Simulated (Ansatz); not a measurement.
Geometry optimisation, RKS PBE/6-31G (Ansatz 0.2.0).

Input file:

```yaml
crystal:
  periodic: [false, false, false]
  atoms:
    - { symbol: Al, position_ang: [-0.9719, 2.1251, -0.0114] }
    - { symbol: O, position_ang: [-1.18, 0.6914, -1.1047] }
    - { symbol: B, position_ang: [-0.3061, -0.2913, -0.5329] }
    - { symbol: C, position_ang: [1.0814, -1.13791, -0.33685] }
    - { symbol: C, position_ang: [-0.00248, -1.55311, 0.48022] }
    - { symbol: H, position_ang: [0.0876, 3.2914, -0.34] }
    - { symbol: H, position_ang: [-1.9459, 2.3333, 1.2522] }
    - { symbol: H, position_ang: [1.84707, -0.49235, 0.16551] }
    - { symbol: H, position_ang: [1.37333, -1.73407, -1.28305] }
    - { symbol: H, position_ang: [-0.46386, -2.52437, 0.11844] }
    - { symbol: H, position_ang: [0.04549, -1.26874, 1.51305] }
basis:
  gaussian: { orbitals: "6-31G" }
hamiltonian:
  xc: pbe
relax:
  f_tol: 0.015
  max_steps: 40
```

Run as:

```bash
$ ansatz run input.yaml --threads 1 --pin off --max-ram 2048MiB --backend cpu --events-out ev --progress --plain --runs-dir out
```

Question: Where does it end, and by what steps?

Answer: It converged. The force dipped under the threshold on the way, but the program's further checks kept it going. Limits of this set-up: no polarisation functions. After 23 steps the energy has fallen by 1.908 eV; H6 moved furthest, 2.06 Å. Parted: Al1–B3.

```csv
step,energy less start (eV),largest force component (eV/Å),accepted
0,0.0000,4.762,yes
1,-1.0234,1.850,yes
2,-1.3438,0.858,yes
3,-1.4808,0.303,yes
4,-1.5698,0.337,yes
5,-1.6279,0.208,yes
6,-1.6621,0.234,yes
7,-1.6799,0.234,yes
8,-1.6869,0.214,yes
9,-1.7063,0.172,yes
10,-1.7235,0.320,yes
11,-1.7440,0.237,yes
12,-1.7681,0.405,yes
13,-1.8097,0.249,yes
14,-1.8413,0.132,yes
15,-1.8701,0.133,yes
16,-1.8878,0.194,yes
17,-1.9046,0.110,yes
18,-1.9073,0.057,yes
19,-1.9072,0.063,no
20,-1.9080,0.012,yes
21,-1.9080,0.017,yes
22,-1.9080,0.012,no
23,-1.9080,0.001,yes
```

```xyz
11
Properties=species:S:1:pos:R:3
Al -1.122 2.587 0.033
O -0.459 0.971 0.008
B 0.051 -0.272 -0.011
C 1.272 -1.199 -0.207
C -0.165 -1.794 0.148
H -1.697 3.139 -1.363
H -1.084 3.346 1.450
H 2.046 -1.287 0.566
H 1.663 -1.419 -1.208
H -0.662 -2.382 -0.635
H -0.279 -2.250 1.140
```

The run took 110 s on 1 CPU thread of a shared host.
